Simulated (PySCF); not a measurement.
# Computed spin Hamiltonian

Species: C6H10NO (doublet state).
Geometry (GFN2-xTB, Å), atoms numbered from 1 in this order:
```xyz
18
C6H10NO angstrom
C     -2.419   -0.803   -0.166
N     -1.167   -0.092   -0.249
C     -1.166    1.154   -0.965
C     -0.055   -0.593    0.325
O     -0.023   -1.649    0.939
C      1.168    0.210    0.180
C      2.208    0.439    1.209
C      2.539   -0.295   -0.062
H     -3.171   -0.193    0.340
H     -2.250   -1.716    0.402
H     -2.782   -1.056   -1.165
H     -1.466    1.000   -2.005
H     -0.150    1.555   -0.933
H     -1.855    1.864   -0.502
H      2.593    1.443    1.329
H      2.138   -0.112    2.139
H      2.703   -1.365   -0.032
H      3.146    0.216   -0.797
```

The hyperfine couplings belong to this conformer and change with its torsions.

The species is `CN(C)C(=O)[C]1CC1` [radical].

Level of theory: UKS B3LYP, pcH-1 on C H N O, non-relativistic, mean-field spin-orbit, GIAO (PySCF 2.14.0). Geometry: GFN2-xTB, one conformer, isolated molecule. GFN2-xTB frequencies show an imaginary mode (64i cm⁻¹), so this geometry is no minimum at that level. A GFN2-xTB geometry isn't a minimum of the functional, and hyperfine couplings can be far from their values at a DFT geometry. No stability test was run, so a lower SCF solution isn't excluded.

| Quantity | Value |
| --- | --- |
| g1, g2, g3 | 2.00200, 2.00310, 2.00336 |
| g_iso | 2.00282 |
| Form of g | rhombic: the two nearest values differ by 19 % of g3 − g1 |
| ⟨S²⟩ | 0.7532 (exact 0.7500) |
| HOMO–LUMO gap, α and β orbitals | 6.39, 4.53 eV |
| Total energy | -364.57211 Eh |

Hyperfine couplings atom by atom, in MHz; T1 to T3 are the principal values of the dipolar part; ρ(0) is the spin density at the nucleus:

| atom | isotope | a_iso | T1 | T2 | T3 | Mulliken spin population | ρ(0) (bohr⁻³) |
| --- | --- | --- | --- | --- | --- | --- | --- |
| C1 | 13C | -0.3 | -0.4 | -0.1 | 0.5 | 0.00 | -0.0002 |
| N2 | 14N | -3.5 | -0.4 | -0.2 | 0.7 | 0.00 | -0.0108 |
| C3 | 13C | 28.3 | -4.5 | -3.7 | 8.2 | 0.03 | 0.0251 |
| C4 | 13C | -5.1 | -5.5 | -2.7 | 8.2 | -0.03 | -0.0045 |
| O5 | 17O | -12.1 | -26.9 | 12.6 | 14.3 | 0.07 | 0.0199 |
| C6 | 13C | 271.2 | -74.6 | -70.3 | 144.8 | 0.90 | 0.2413 |
| C7 | 13C | -13.5 | -4.7 | -0.4 | 5.0 | -0.03 | -0.0120 |
| C8 | 13C | -13.5 | -4.7 | -0.4 | 5.1 | -0.02 | -0.0120 |
| H9 | 1H | 0.5 | -0.9 | -0.7 | 1.6 | 0.00 | 0.0001 |
| H10 | 1H | 1.5 | -1.7 | -0.6 | 2.3 | 0.00 | 0.0003 |
| H11 | 1H | 0.5 | -0.9 | -0.7 | 1.6 | 0.00 | 0.0001 |
| H12 | 1H | 1.5 | -2.9 | -1.6 | 4.5 | 0.00 | 0.0003 |
| H13 | 1H | 1.3 | -13.9 | -7.2 | 21.1 | -0.01 | 0.0003 |
| H14 | 1H | 1.5 | -2.9 | -1.6 | 4.5 | 0.00 | 0.0003 |
| H15 | 1H | 69.7 | -6.3 | -3.9 | 10.3 | 0.03 | 0.0156 |
| H16 | 1H | 41.9 | -4.8 | -2.1 | 7.0 | 0.02 | 0.0094 |
| H17 | 1H | 41.9 | -4.8 | -2.1 | 7.0 | 0.02 | 0.0094 |
| H18 | 1H | 69.7 | -6.3 | -3.9 | 10.3 | 0.03 | 0.0156 |

The Mulliken spin populations are largest on C6 (+0.90) and O5 (+0.07). C6 is the only atom above +0.15. The angles at C6 add up to 314.8°, so it is pyramidal.

Axes: g2 points within 11° of the C4–C6 bond.

Under fast tumbling the dipolar parts average out, and these isotropic splittings remain: 4 × 1H (H15/H16/H17/H18, I = 1/2, 5 lines) with 1.99 mT, 1 × 14N (N2, I = 1, 3 lines) with 0.12 mT, 3 × 1H (H12/H13/H14, I = 1/2, 4 lines) with 0.05 mT and 3 × 1H (H9/H10/H11, I = 1/2, 4 lines) with 0.03 mT.

Nuclei that the bonding pattern makes equivalent are averaged, as if the motion that swaps them (rotation, inversion, ring flip) were fast. C1 and C3, with what hangs on them, aren't averaged: N2 is flat or nearly so (angle sum 360°), and its turn about the short N2–C4 bond (1.35 Å) is taken as slow. The 1H value of +55.8 MHz is a mean of couplings from 41.9 to 69.7 MHz in this one geometry, not an average over conformers.

The 13C coupling of C6 (271.2 MHz) shows only in satellite lines or after enrichment, since that isotope makes up about 1.07 % of natural carbon.

The 17O coupling of O5 (-12.1 MHz) shows only in satellite lines or after enrichment, since that isotope makes up about 0.038 % of natural oxygen.

Hardware: one thread of an AMD EPYC 7B13, on a shared host. Cost: 68 s of wall time (with the writing of density and orbital grids), 0.96 GiB resident at most.
